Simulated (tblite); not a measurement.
Compound: C6H10S2Si.
Atom-mapped SMILES: `[CH2:1]=[CH:2][S:3][SiH2:4][S:5][CH2:6][C:7]#[C:8][CH3:9]` (hydrogens: H10, H11 on C1; H12 on C2; H13, H14 on Si4; H15, H16 on C6; H17, H18, H19 on C9)

The geometry is computed with GFN2-xTB (gas phase).

Question: What internal coordinates does the optimisation give?

Answer: 
| bond | length (Å) |
| --- | --- |
| C1=C2 | 1.320 |
| C2–S3 | 1.767 |
| S3–Si4 | 2.144 |
| Si4–S5 | 2.137 |
| S5–C6 | 1.844 |
| C6–C7 | 1.437 |
| C7≡C8 | 1.200 |
| C8–C9 | 1.445 |
| C1–H10 | 1.076 |
| C1–H11 | 1.076 |
| C2–H12 | 1.079 |
| Si4–H13 | 1.450 |
| Si4–H14 | 1.459 |
| C6–H15, C6–H16 | 1.091 |
| C9–H17, C9–H18, C9–H19 | 1.090 |

Bonds in one row agree within 0.01 Å and their mean is given. A selection of angles:
| angle | degrees |
| --- | --- |
| C2–C1–H10 | 121.6 |
| C2–C1–H11 | 121.0 |
| H10–C1–H11 | 117.4 |
| C1–C2–S3 | 122.4 |
| C1–C2–H12 | 123.0 |
| S3–C2–H12 | 114.5 |
| C2–S3–Si4 | 103.1 |
| S3–Si4–S5 | 110.0 |
| S3–Si4–H13 | 104.5 |
| S3–Si4–H14 | 109.7 |
| S5–Si4–H13 | 111.7 |
| S5–Si4–H14 | 107.5 |
| H13–Si4–H14 | 113.3 |
| Si4–S5–C6 | 99.1 |
| S5–C6–C7 | 112.3 |
| S5–C6–H15 | 104.6 |
| S5–C6–H16 | 107.5 |
| C7–C6–H15 | 111.1 |
| H15–C6–H16 | 109.8 |
| C6–C7–C8 | 176.6 |
| C7–C8–C9 | 178.1 |
| C8–C9–H17 | 110.0 |
| H17–C9–H18 | 108.9 |

Dihedral angles: C1–C2–S3–Si4 159° (antiperiplanar); C2–S3–Si4–S5 38° (synclinal); S3–Si4–S5–C6 -173° (antiperiplanar); Si4–S5–C6–C7 -59° (synclinal). The mirror-image conformer, all signs reversed, is as good.

S3 (sulfur bonded to C and Si) is bent (angle 103.1°). Si4 (SiH2 silicon) is distorted tetrahedral (angles from 104.5° to 113.3°). The 4 C–C bonds span 1.200 Å (C7≡C8, drawn triple) to 1.445 Å (C8–C9, drawn single), a spread of 0.245 Å. Of the pairs four or more bonds apart, S5···H12 is among the closest relative to their van der Waals radii: 2.75 Å, 92 % of the sum of Bondi's values. S5 (sulfur bonded to C and Si) is bent (angle 99.1°). The 2 C–S bonds span 1.767 Å (C2–S3, drawn single) to 1.844 Å (S5–C6, drawn single), a spread of 0.077 Å.

Point group: C1 (no symmetry element, even within 0.4 Å). Its lowest GFN2-xTB frequency is 10i cm⁻¹, too small to tell a flat minimum from a shallow saddle. One conformer, not necessarily the lowest. 3 starts were optimised and ended at 0.00, 0.23 and 1.22 kcal/mol (GFN2-xTB); the lowest of these is shown.
